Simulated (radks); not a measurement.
The numbers below are computed, except where a source is named.
Problem. Valence configurations of La I (all share [Xe]). Code: a radial shooting solver on a logarithmic mesh with Libxc functionals. Model: Dirac Kohn-Sham, PBE, spin-unpolarised, spherical densities, finite nucleus; open shells are shared between the two j in proportion to 2j + 1; Fermi nuclear charge, rms radius 4.855 fm. Order these by energy: 6s2 6p1; 4f1 6s1 6p1; 5d1 6p2; 5d1 6s2; 5d1 6s1 6p1; 4f0.5 5d0.5 6s2; 4f2 5d1; 4f0.5 5d1 6s1.5.

Solution. From the lowest, in eV above it: 4f0.5 5d0.5 6s2 0.000; 5d1 6s2 0.096; 4f0.5 5d1 6s1.5 0.512; 6s2 6p1 2.389; 5d1 6s1 6p1 2.465; 4f1 6s1 6p1 2.959; 5d1 6p2 4.925; 4f2 5d1 5.835. NIST lists [Xe] 5d1 6s2 as the ground configuration; this level of theory puts 4f0.5 5d0.5 6s2 lower, by 0.096 eV. The energies are those of spherical spin-averaged densities, not of single terms. No valid solution was reached for [Xe] 4f1 5d1 6s1; [Xe] 4f1 6s2.
